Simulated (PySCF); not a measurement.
H$_{2}$Br$_{2}$Ge, singlet, geometry from GFN2-xTB, with bond 2-1 at 1.8 times its length; CASSCF(6,4)/STO-3G (PySCF).

Input for PySCF:
```python
from pyscf import gto, scf, mcscf
import numpy

mol = gto.M(
    atom='''
Ge   -0.00015865   -0.86492338    0.02774926
Br    3.35775094    1.48944980   -0.07385844
Br   -1.86518385    0.44467376    0.00021832
H     0.00949891   -1.65606851    1.31772337
H    -0.01012131   -1.73712505   -1.20885985
''',
    basis='sto-3g',
    verbose=4,
)

mf = scf.RHF(mol)
mf.kernel()
mc = mcscf.CASSCF(mf, 4, 6)
mc.fix_spin_(ss=0.0)
mc.kernel()
occ = numpy.linalg.eigvalsh(mc.fcisolver.make_rdm1(mc.ci, mc.ncas, mc.nelecas))[::-1]
ss = mc.fcisolver.spin_square(mc.ci, mc.ncas, mc.nelecas)[0]
print('natural occupations', occ.round(4), ' <S^2>', round(ss, 4))
```

Problem. Predict the main parts of the log of this PySCF run.

Solution. 
```
PySCF version 2.14.0

[INPUT] verbose = 4
[INPUT] num. atoms = 5
[INPUT] num. electrons = 104
[INPUT] charge = 0
[INPUT] spin (= nelec alpha-beta = 2S) = 0
[INPUT] symmetry False subgroup None
[INPUT] Mole.unit = angstrom
[INPUT] Symbol           X                Y                Z      unit          X                Y                Z       unit  Magmom
[...]
nuclear repulsion = 568.442066201726
number of shells = 26
number of NR pGTOs = 168
number of NR cGTOs = 56
basis = sto-3g
ecp = {}

******** <class 'pyscf.scf.hf.RHF'> ********
method = RHF
initial guess = minao
damping factor = 0
level_shift factor = 0
DIIS = <class 'pyscf.scf.diis.CDIIS'>
diis_start_cycle = 1
diis_space = 8
diis_damp = 0
SCF conv_tol = 1e-09
SCF conv_tol_grad = None
SCF max_cycles = 50
direct_scf = True
direct_scf_tol = 1e-13
Set gradient conv threshold to 3.16228e-05
Initial guess from minao.
init E= -7131.49499630447
[...]
cycle= 1 E= -7141.9746470154  delta_E= -10.5  |g|= 0.35  |ddm|= 2.33
[...]
cycle= 2 E= -7141.89477926812  delta_E= 0.0799  |g|= 0.365  |ddm|= 3.09
[...]
cycle= 3 E= -7142.0819949778  delta_E= -0.187  |g|= 0.125  |ddm|= 2.54
[...]
cycle= 4 E= -7142.11197453107  delta_E= -0.03  |g|= 0.0249  |ddm|= 0.714
[...]
cycle= 5 E= -7142.11288837525  delta_E= -0.000914  |g|= 0.00444  |ddm|= 0.156
[...]
cycle= 6 E= -7142.11292018328  delta_E= -3.18e-05  |g|= 0.00123  |ddm|= 0.0214
[...]
cycle= 7 E= -7142.11292379105  delta_E= -3.61e-06  |g|= 0.000618  |ddm|= 0.00886
[...]
cycle= 8 E= -7142.11292531959  delta_E= -1.53e-06  |g|= 0.000398  |ddm|= 0.00555
[...]
cycle= 9 E= -7142.11292745507  delta_E= -2.14e-06  |g|= 0.000295  |ddm|= 0.0113
[...]
cycle= 10 E= -7142.11292895827  delta_E= -1.5e-06  |g|= 0.000136  |ddm|= 0.0159
[...]
cycle= 11 E= -7142.11292906765  delta_E= -1.09e-07  |g|= 1.2e-05  |ddm|= 0.00486
[...]
cycle= 12 E= -7142.11292906811  delta_E= -4.59e-10  |g|= 2.49e-06  |ddm|= 0.000328
[...]
Extra cycle  E= -7142.1129290681  delta_E= 5.46e-12  |g|= 1.43e-06  |ddm|= 1.2e-05
converged SCF energy = -7142.1129290681

******** <class 'pyscf.mcscf.mc1step.CASSCF'> ********
CAS (3e+3e, 4o), ncore = 49, nvir = 3
max_cycle_macro = 50
max_cycle_micro = 4
conv_tol = 1e-07
conv_tol_grad = None
orbital rotation max_stepsize = 0.02
orbital rotation threshold for CI restart = 0.01
augmented hessian ah_max_cycle = 30
augmented hessian ah_conv_tol = 1e-12
augmented hessian ah_linear dependence = 1e-14
augmented hessian ah_level shift = 1e-08
augmented hessian ah_start_tol = 2.5
augmented hessian ah_start_cycle = 3
augmented hessian ah_grad_trust_region = 3
kf_trust_region = 3
kf_interval = 4
ci_response_space = 4
ci_grad_trust_region = 3
with_dep4 0
natorb = False
canonicalization = True
sorting_mo_energy = False
ao2mo_level = 2
internal_rotation = False
******** <class 'pyscf.fci.addons.SpinPenaltyFCISolver'> ********
max. cycles = 50
conv_tol = 1e-08
davidson only = True
linear dependence = 1e-12
level shift = 0.001
max iter space = 12
nroots = 1
pspace_size = 400
spin = None
CASCI E = -7142.22278564027  S^2 = 0.0000000
Set conv_tol_grad to 0.000316228
macro iter   1 ( 21 JK    4 micro), CASSCF E = -7142.22990840596  dE = -7.12276569e-03  S^2 = 0.0000000
               |grad[o]|=0.0675  |grad[c]|=0.013  |ddm|=0.00332  |maxRot[o]|=0.173
macro iter   2 ( 17 JK    4 micro), CASSCF E = -7142.22992688939  dE = -1.84834316e-05  S^2 = 0.0000000
               |grad[o]|=0.00457  |grad[c]|=0.00764  |ddm|=0.000948  |maxRot[o]|=0.117
macro iter   3 ( 17 JK    4 micro), CASSCF E = -7142.22992817582  dE = -1.28642478e-06  S^2 = 0.0000000
               |grad[o]|=0.00197  |grad[c]|=0.0381  |ddm|=0.000202  |maxRot[o]|=0.117
macro iter   4 (  7 JK    2 micro), CASSCF E = -7142.22992911261  dE = -9.36794095e-07  S^2 = 0.0000000
               |grad[o]|=0.00142  |grad[c]|=0.000477  |ddm|=0.000244  |maxRot[o]|=0.0699
macro iter   5 (  7 JK    2 micro), CASSCF E = -7142.22992987435  dE = -7.61738193e-07  S^2 = 0.0000000
[...]
macro iter  32 (  1 JK    1 micro), CASSCF E = -7142.22992960788  dE =  0.00000000e+00  S^2 = 0.0000000
               |grad[o]|=0.000838  |grad[c]|=9.75e-07  |ddm|=    0  |maxRot[o]|=    0
macro iter  33 (  1 JK    1 micro), CASSCF E = -7142.22992960788  dE =  0.00000000e+00  S^2 = 0.0000000
               |grad[o]|=0.000838  |grad[c]|=9.75e-07  |ddm|=    0  |maxRot[o]|=    0
macro iter  34 (  1 JK    1 micro), CASSCF E = -7142.22992960788  dE =  0.00000000e+00  S^2 = 0.0000000
               |grad[o]|=0.000838  |grad[c]|=9.75e-07  |ddm|=    0  |maxRot[o]|=    0
macro iter  35 (  1 JK    1 micro), CASSCF E = -7142.22992960788  dE =  0.00000000e+00  S^2 = 0.0000000
               |grad[o]|=0.000838  |grad[c]|=9.75e-07  |ddm|=    0  |maxRot[o]|=    0
macro iter  36 (  1 JK    1 micro), CASSCF E = -7142.22992960788  dE =  0.00000000e+00  S^2 = 0.0000000
               |grad[o]|=0.000838  |grad[c]|=9.75e-07  |ddm|=    0  |maxRot[o]|=    0
macro iter  37 (  1 JK    1 micro), CASSCF E = -7142.22992960788  dE =  0.00000000e+00  S^2 = 0.0000000
               |grad[o]|=0.000838  |grad[c]|=9.75e-07  |ddm|=    0  |maxRot[o]|=    0
macro iter  38 (  1 JK    1 micro), CASSCF E = -7142.22992960788  dE =  0.00000000e+00  S^2 = 0.0000000
               |grad[o]|=0.000838  |grad[c]|=9.75e-07  |ddm|=    0  |maxRot[o]|=    0
macro iter  39 (  1 JK    1 micro), CASSCF E = -7142.22992960788  dE =  0.00000000e+00  S^2 = 0.0000000
               |grad[o]|=0.000838  |grad[c]|=9.75e-07  |ddm|=    0  |maxRot[o]|=    0
macro iter  40 (  1 JK    1 micro), CASSCF E = -7142.22992960788  dE =  0.00000000e+00  S^2 = 0.0000000
               |grad[o]|=0.000838  |grad[c]|=9.75e-07  |ddm|=    0  |maxRot[o]|=    0
macro iter  41 (  1 JK    1 micro), CASSCF E = -7142.22992960788  dE =  0.00000000e+00  S^2 = 0.0000000
               |grad[o]|=0.000838  |grad[c]|=9.75e-07  |ddm|=    0  |maxRot[o]|=    0
macro iter  42 (  1 JK    1 micro), CASSCF E = -7142.22992960788  dE =  0.00000000e+00  S^2 = 0.0000000
               |grad[o]|=0.000838  |grad[c]|=9.75e-07  |ddm|=    0  |maxRot[o]|=    0
macro iter  43 (  1 JK    1 micro), CASSCF E = -7142.22992960788  dE =  0.00000000e+00  S^2 = 0.0000000
               |grad[o]|=0.000838  |grad[c]|=9.75e-07  |ddm|=    0  |maxRot[o]|=    0
macro iter  44 (  1 JK    1 micro), CASSCF E = -7142.22992960788  dE =  0.00000000e+00  S^2 = 0.0000000
               |grad[o]|=0.000838  |grad[c]|=9.75e-07  |ddm|=    0  |maxRot[o]|=    0
macro iter  45 (  1 JK    1 micro), CASSCF E = -7142.22992960788  dE =  0.00000000e+00  S^2 = 0.0000000
               |grad[o]|=0.000838  |grad[c]|=9.75e-07  |ddm|=    0  |maxRot[o]|=    0
macro iter  46 (  1 JK    1 micro), CASSCF E = -7142.22992960788  dE =  0.00000000e+00  S^2 = 0.0000000
               |grad[o]|=0.000838  |grad[c]|=9.75e-07  |ddm|=    0  |maxRot[o]|=    0
macro iter  47 (  1 JK    1 micro), CASSCF E = -7142.22992960788  dE =  0.00000000e+00  S^2 = 0.0000000
               |grad[o]|=0.000838  |grad[c]|=9.75e-07  |ddm|=    0  |maxRot[o]|=    0
macro iter  48 (  1 JK    1 micro), CASSCF E = -7142.22992960788  dE =  0.00000000e+00  S^2 = 0.0000000
               |grad[o]|=0.000838  |grad[c]|=9.75e-07  |ddm|=    0  |maxRot[o]|=    0
macro iter  49 (  1 JK    1 micro), CASSCF E = -7142.22992960788  dE =  0.00000000e+00  S^2 = 0.0000000
               |grad[o]|=0.000838  |grad[c]|=9.75e-07  |ddm|=    0  |maxRot[o]|=    0
macro iter  50 (  1 JK    1 micro), CASSCF E = -7142.22992960788  dE =  0.00000000e+00  S^2 = 0.0000000
               |grad[o]|=0.000838  |grad[c]|=9.75e-07  |ddm|=    0  |maxRot[o]|=    0
1-step CASSCF not converged,  50 macro (317 JK  78 micro) steps
CASSCF canonicalization
Density matrix diagonal elements [1.99999835 1.99132901 1.17702716 0.83164548]
CASSCF energy = -7142.22992960788
CASCI E = -7142.22992960788  E(CI) = -7.72171221094777  S^2 = 0.0000000
natural occupations [2.     2.     1.1807 0.8193]  <S^2> 0.0
```

Convergence was not reached.
